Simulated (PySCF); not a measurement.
The second ionisation energy along the alkaline earths

Calculated with PySCF 2.14 from differences of total energies of unrestricted determinants, without spin-orbit coupling. Values in eV. The last column holds reference values (NIST; (s) semi-empirical, (t) theoretical, else measured). Unmarked ones compare directly (S terms, centres of terms, or small fine structure); those marked * lie between the lowest fine-structure levels and include a spin-orbit shift.

```tsv
element	configurations	UHF	LDA	PBE	PBE0	r2SCAN	reference
Be (dyall-av2z, non-relativistic)	[He] 2s1 → 1s2	18.121	18.247	18.487	18.449	18.176	18.211
Mg (dyall-av2z, non-relativistic)	[Ne] 3s1 → [Ne]	14.722	15.351	15.330	15.226	15.007	15.035
Ca (dyall-av2z, non-relativistic)	[Ar] 4s1 → [Ar]	11.313	12.113	11.986	11.871	11.664	11.872
Sr (dyall-av2z, non-relativistic)	[Kr] 5s1 → [Kr]	10.294	11.186	11.019	10.894	10.688	11.030
```

```json
{"method": "UHF", "elements": "4", "mean error (eV)": "-0.425", "mean absolute error (eV)": "0.425", "largest error (eV)": "-0.737"}
{"method": "LDA", "elements": "4", "mean error (eV)": "0.187", "mean absolute error (eV)": "0.187", "largest error (eV)": "0.315"}
{"method": "PBE", "elements": "4", "mean error (eV)": "0.168", "mean absolute error (eV)": "0.174", "largest error (eV)": "0.295"}
{"method": "PBE0", "elements": "4", "mean error (eV)": "0.073", "mean absolute error (eV)": "0.141", "largest error (eV)": "0.238"}
{"method": "r2SCAN", "elements": "4", "mean error (eV)": "-0.153", "mean absolute error (eV)": "0.153", "largest error (eV)": "-0.342"}
```

Errors include the incompleteness of the basis and the frozen core.
